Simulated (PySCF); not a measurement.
CH7ClFNSi2. Atoms are numbered in the order given.

```xyz
13

C      1.7481    -0.6976    -0.7840
Si     0.4639     0.3068     0.0821
F      0.5580     1.8265    -0.4839
Cl     0.8655     0.4561     2.1008
N     -1.1295    -0.3073    -0.0637
Si    -1.9119    -1.0969    -1.4112
H      1.7593    -1.7291    -0.4029
H      2.7409    -0.2532    -0.6200
H      1.5613    -0.7259    -1.8682
H     -1.7270    -0.0959     0.7330
H     -0.8895    -1.2493    -2.4861
H     -2.4282    -2.4457    -1.0265
H     -3.0613    -0.2961    -1.9313
```

Geometry: PBE0-D3(BJ)/def2-SVP. The structure was generated by enumeration; whether it is a known compound was not checked. Other conformers were not sampled.

Computed with TDA-PBE/def2-SVPD (PySCF 2.14.0).

Vertical excitations. 

Computed excitation energies, oscillator strengths and character:
```
state  energy (eV)  λ (nm)      f                          main pairs
-----  -----------  ------  -----  ----------------------------------
S1            5.95     208  0.005                      HOMO→LUMO 99 %
S2            6.66     186  0.016                    HOMO→LUMO+1 96 %
S3            6.77     183  0.003                    HOMO→LUMO+2 97 %
S4            6.99     177  0.004                    HOMO→LUMO+3 98 %
S5            7.03     176  0.033                    HOMO−1→LUMO 98 %
S6            7.18     173  0.011                    HOMO−2→LUMO 99 %
S7            7.36     169  0.021                    HOMO→LUMO+4 91 %
S8            7.43     167  0.005  HOMO→LUMO+6 73 %, HOMO→LUMO+5 22 %
S9            7.48     166  0.021  HOMO→LUMO+5 70 %, HOMO→LUMO+6 20 %
S10           7.72     161  0.002                    HOMO−3→LUMO 91 %
T1            5.69     218      0                      HOMO→LUMO 99 %
T2            6.46     192      0                    HOMO→LUMO+1 99 %
T3            6.66     186      0                    HOMO→LUMO+2 99 %
T4            6.85     181      0                    HOMO→LUMO+3 97 %
```
Triplets are in the Tamm–Dancoff approximation.
